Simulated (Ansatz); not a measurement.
Ge(H)2(Br)(Me) (CH5BrGe), SMILES [CH3][GeH2][Br].

Geometry: PBE0-D3(BJ)/def2-SVP.

Two levels are set side by side: PBE/def2-SVPD (Ansatz, a quantum-chemistry and plane-wave program) and CAM-B3LYP/def2-SVPD (Ansatz). Energy differences of separate SCF runs at the same geometry; the states with an electron removed or added have multiplicity 2 and 2. Differences are taken from unrounded values.

```
quantity                            PBE
---------------------------------  ----
vertical ionisation energy (eV)    9.99
vertical singlet–triplet gap (eV)  5.59
```

Question: These are the PBE values. What does CAM-B3LYP give? (An estimate is asked for; the answer gives what the named calculation found.)

Answer: 
| quantity | CAM-B3LYP | PBE minus CAM-B3LYP |
|---|---|---|
| vertical ionisation energy (eV) | 10.43 | -0.44 |
| vertical singlet–triplet gap (eV) | 6.07 | -0.48 |
